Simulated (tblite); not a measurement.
Input of a run (GFN2-xTB geometry optimisation, gas phase (tblite 0.8.0)), started from a force field or distance geometry:
```
{"job": {"kind": "relax", "xc": "GFN2-xTB", "basis": "xTB"}, "charge": 0, "multiplicity": 2}
O     -2.025900     1.931600    -1.100800
C     -1.437700     0.950800    -0.628000
C     -0.034400     0.930800    -0.488600
C      0.571100    -0.177300     0.039200
C      2.068700    -0.215300     0.198300
O      2.491900     1.013200    -0.307500
O     -0.153700    -1.222200     0.432500
C     -1.448900    -1.217900     0.325900
C     -2.155200    -0.161700    -0.200800
H      2.524100    -1.083200    -0.307700
H      2.328700    -0.218100     1.279900
H      2.496200     1.737400     0.363200
H     -1.992000    -2.105300     0.669200
H     -3.233600    -0.163300    -0.296900
```

Output (eV, eV/Å):
```
step      E/eV     max force
  0    -746.55179    4.513
  1    -746.85629    3.073
  2    -746.98721    1.364
  3    -747.05567    0.702
  4    -747.11939    0.525
  5    -747.13589    0.432
  6    -747.15426    0.411
  7    -747.16746    0.389
  8    -747.18020    0.405
  9    -747.19421    0.369
 10    -747.21185    0.443
 11    -747.22687    0.403
 12    -747.23715    0.209
 13    -747.24220    0.166
 14    -747.24523    0.130
 15    -747.24696    0.194
 16    -747.24848    0.171
 17    -747.24986    0.098
 18    -747.25162    0.088
 19    -747.25210    0.051
 20    -747.25259    0.044
 21    -747.25281    0.051
 22    -747.25303    0.043
 23    -747.25319    0.036
 24    -747.25339    0.041
 25    -747.25367    0.057
 26    -747.25403    0.075
 27    -747.25442    0.067
 28    -747.25485    0.057
 29    -747.25542    0.069
 30    -747.25625    0.088
 31    -747.25722    0.102
 32    -747.25795    0.068
 33    -747.25851    0.070
 34    -747.25895    0.181
 35    -747.25958    0.072
 36    -747.26006    0.086
 37    -747.26041    0.071
 38    -747.26062    0.052
 39    -747.26089    0.034
 40    -747.26108    0.026
 41    -747.26120    0.026
 42    -747.26130    0.026
 43    -747.26142    0.031
 44    -747.26155    0.031
 45    -747.26167    0.037
 46    -747.26176    0.040
 47    -747.26186    0.036
 48    -747.26204    0.051
 49    -747.26219    0.061
 50    -747.26236    0.063
 51    -747.26251    0.063
 52    -747.26275    0.052
 53    -747.26314    0.063
 54    -747.26371    0.078
 55    -747.26440    0.083
 56    -747.26534    0.095
 57    -747.26631    0.053
 58    -747.26665    0.042
 59    -747.26683    0.027
 60    -747.26694    0.038
 61    -747.26703    0.028
 62    -747.26712    0.019
 63    -747.26720    0.017
 64    -747.26723    0.020
 65    -747.26728    0.019
 66    -747.26732    0.014
 67    -747.26735    0.014
 68    -747.26738    0.017
 69    -747.26741    0.019
 70    -747.26745    0.017
 71    -747.26749    0.019
 72    -747.26753    0.014
 73    -747.26755    0.010
 74    -747.26757    0.010
 75    -747.26758    0.009
```

Question: Summarise the run.

Answer: The energy falls by 69.1 kJ/mol over 75 L-BFGS steps, the largest force on an atom goes from 4.51 to 0.009 eV/Å, and the atoms move by 0.249 Å rms after alignment. The bond that changes most is C2–C9 (ends: carbon bonded to 2 C and O; carbon bonded to 2 C and H), which lengthens by 0.094 Å. Bonds longer at the end by more than 0.005 Å: 4 of 14; shorter: 7. Among the angles that change most is C3–C2–C9, from 118.1° to 107.7°. Among the dihedrals that turn most is H11–C5–O6–H12, from -28° to -80°. The energy never rose by more than 1e-5 eV on the way. The first step brought 43 % of the lowering.

Question: What are the final bond lengths?

Answer: O1=C2 1.208 Å, C2–C3 1.432 Å, C3=C4 1.329 Å, C4–C5 1.506 Å, C5–O6 1.396 Å, C4–O7 1.373 Å, O7–C8 1.331 Å, C8=C9 1.340 Å, C2–C9 1.485 Å, C5–H10 1.094 Å, C5–H11 1.105 Å, O6–H12 0.966 Å, C8–H13 1.082 Å, C9–H14 1.078 Å. Numbering counts from 1 in the input's order; the species is `O=c1[c]c(CO)occ1` [radical].

On an Arm Neoverse V2 with one thread, shared host with 96 logical CPUs at a one-minute load of 80, this took 0.38 s wall.

Its GFN2-xTB frequencies are all real (lowest 55 cm⁻¹). 3 starts were optimised and ended at 0.00, 0.00 and 1.34 kcal/mol (GFN2-xTB); the lowest of these is shown.

One conformer stands for the species.

These are computed values.
